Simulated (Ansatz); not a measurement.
Reaction (redistribution): `[OH][Al]1[CH2][CH2]1` + `[SiH3]C(Cl)Br` → `[Br][Al]1[CH2][CH2]1` + `OC([SiH3])Cl`

Gas-phase electronic energies from Ansatz, PBE0-D4/def2-TZVP geometries. CCSD(T)/CBS adds triple-zeta CCSD(T) − MP2 to the extrapolated MP2 energy (def2 sets, frozen cores). DFT in def2-TZVPP. For Br outer-core shells are correlated without core-valence functions, which leaves a few kJ/mol of doubt a bond. Scalar relativity is left out up to krypton. One conformer a species, not always the lowest.

`[OH][Al]1[CH2][CH2]1`:

```xyz
9

O     0.109   -0.125   -2.586
Al    0.068   -0.060   -0.900
C     0.777   -0.401    0.814
C    -0.645    0.371    0.798
H    -0.577    0.233   -3.148
H     0.740   -1.381    1.287
H     1.588    0.182    1.247
H    -1.455   -0.191    1.262
H    -0.606    1.372    1.226
```

`[SiH3]C(Cl)Br`:

```xyz
8

Si   -0.361    0.132   -0.908
C     0.423    0.017    0.812
Cl   -0.737    0.541    2.041
Br    1.015   -1.813    1.107
H     0.651   -0.273   -1.914
H    -1.532   -0.772   -0.934
H    -0.774    1.540   -1.135
H     1.315    0.628    0.931
```

`[Br][Al]1[CH2][CH2]1`:

Z-matrix (Å, degrees):
```
C
Al 1 1.889
C 1 1.611 2 64.8
H 1 1.089 2 122.6 3 -103.6
H 1 1.089 2 122.7 3 103.6
Br 2 2.235 1 154.8 3 -180.0
H 3 1.089 1 114.2 2 -116.3
H 3 1.089 1 114.2 2 116.1
```

`OC([SiH3])Cl`:

Cartesian coordinates in Å:
```
O -0.517 -0.754 1.374
C 0.008 0.287 0.638
Si -0.042 -0.144 -1.214
Cl 1.756 0.601 1.059
H -0.556 -0.505 2.304
H -0.477 1.244 0.856
H 0.774 -1.360 -1.438
H 0.507 1.011 -1.965
H -1.453 -0.381 -1.615
```

CCSD(T)/CBS gives -10.7 kJ/mol.

Another level gave -15.1 kJ/mol. Which?
A. PBE0-D4/def2-TZVPP
B. B2PLYP/def2-TZVPP
C. HF/def2-TZVPP
D. ωB97X-V/def2-TZVPP

B. B2PLYP -15.1, PBE0-D4 -25.4, HF/def2-TZVPP -35.7, ωB97X-V -20.8 kJ/mol.

Largest T1 diagnostic among the species: 0.012.

From PBE to PBE0 (25 % exact exchange), in def2-TZVPP and without D4, ΔE moves by −3.4 kJ/mol. The D4 term adds +4.2 kJ/mol with B3LYP and +2.0 kJ/mol with PBE0; it sums over pairs of atoms, weighted by their polarisabilities, and B3LYP, whose exchange is more repulsive, gets the larger term. In def2-TZVPP, CCSD(T) changes the Hartree–Fock value by +21.7 kJ/mol (the triples alone add +1.8 kJ/mol) and MP2 by +30.2 kJ/mol.

B3LYP here is the variant with VWN-RPA as its local correlation; programs differ in this.
